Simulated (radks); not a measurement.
The numbers below are computed, except where a source is named.
Spherical jellium clusters: N electrons in a uniform positive sphere of charge N and radius rs N^(1/3), rs = 4.45 bohr. Level of theory: non-relativistic Kohn-Sham, LDA (Slater exchange, Perdew-Wang correlation), spin-polarised, spherical densities (a radial shooting solver with Libxc functionals). Levels are named by radial order and angular momentum (1s, 1p, 1d, 2s, ...), and open shells are averaged over m.

N = 21, configuration 1s2 1p6 1d10 2s2 1f(up 1, down 0). This is the lowest configuration that the search found. Occupied and some empty levels:

level    occupation  eigenvalue (eV)  <r> (bohr)
1s up             1          -4.4571       7.937
1s down           1          -4.4186       7.859
1p up             3          -3.9008       9.094
1p down           3          -3.8505       9.059
1d up             5          -3.1487       9.950
1d down           5          -3.0924       9.940
2s up             1          -2.6112       7.969
2s down           1          -2.5858       8.008
1f up             1          -2.2457       10.72
1f down           0          -2.1874       10.73
2p up             0          -1.6054       9.898
2p down           0          -1.5779       9.921
1g up             0          -1.2325       11.54
1g down           0          -1.1760       11.57
2d up             0         -0.69524       12.43
2d down           0         -0.66876       12.50

Energy (eV): total -39.3177, kinetic 29.695, external -1161.5, Hartree 575.91, exchange-correlation -69.911, background 586.46.

Electron density:

r (bohr)  n(r) (e/bohr^3)
1.37             0.003621
2.84             0.003078
4.31             0.002636
5.78             0.002636
7.25             0.002977
8.72             0.003091
10.2             0.002461
11.7             0.001349
13.1            0.0005104
14.6            0.0001528
16.1           0.00004017
17.6            9.833e-06
19.0            2.313e-06
